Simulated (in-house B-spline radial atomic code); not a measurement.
## Ionising Sn5+ with different functionals

Computed with a radial B-spline atomic code at the basis-set limit: four-component Dirac-Coulomb Hamiltonian, Fermi nucleus of rms radius 4.6519 fm, spin-restricted, spherical fractional occupations for the functionals. The ionisation energy is the difference of two self-consistent energies, [Kr] 4d9 → [Kr] 4d8, without Breit or QED terms; ε is the level of the shell that loses the electron (mean over j). The electron is taken from both j subshells in proportion to 2j + 1, so the result is a j average, not the step between ground levels.

Hybrids are left out here: with spherical fractional occupations of an open shell their exact exchange keeps a self-interaction that integer-occupation calculations don't have.

| method | rung | ΔSCF (eV) | -ε(4d) (eV) |
| --- | --- | --- | --- |
| LDA VWN5 | LDA | 96.64 | 86.77 |
| relativistic LDA | LDA | 96.65 | 86.78 |
| LDA PW92 | LDA | 96.63 | 86.76 |
| LDA exchange-only | LDA | ? | ? |
| PBE | GGA | 96.45 | 86.56 |
| PBEsol | GGA | 96.41 | 86.53 |
| BLYP | GGA | 96.25 | 86.38 |
| RPBE | GGA | 96.40 | 86.51 |
| PW91 | GGA | 96.54 | 86.66 |
| BP86 | GGA | ? | ? |
| AM05 | GGA | 96.41 | 86.53 |
| OLYP | GGA | 96.85 | 86.93 |

Problem. What does BP86 give?

Solution. ΔSCF 96.50 eV, and -ε(4d) = 86.62 eV.

Problem. What does LDA exchange-only give?

Solution. ΔSCF 94.72 eV, and -ε(4d) = 84.87 eV.

Problem. How do they compare with the NIST value?

Solution. NIST lists 94 eV ± 2 (tabulated theory, ground level to ground level). Errors run from +0.72 to +2.85 eV; all lie within about twice that uncertainty, so the table can't rank the methods.
